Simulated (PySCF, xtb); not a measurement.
4-methyl-2H-pyrrole (C₅H₇N), SMILES C1C(=CCN=1)C.

xtb with GFN2-xTB at its own geometry gives an orbital gap of 3.28 eV and a dipole moment of 2.22 D.

The structure is a stationary point at B3LYP-D3(BJ)/def2-SVP. Other conformers were not sampled.

Question: What does PBE/def2-TZVP in PySCF give? (An estimate is asked for; the answer gives what the named calculation found.)

Answer: gap 4.17 eV (levels -6.00 and -1.84 eV), dipole 2.27 D.
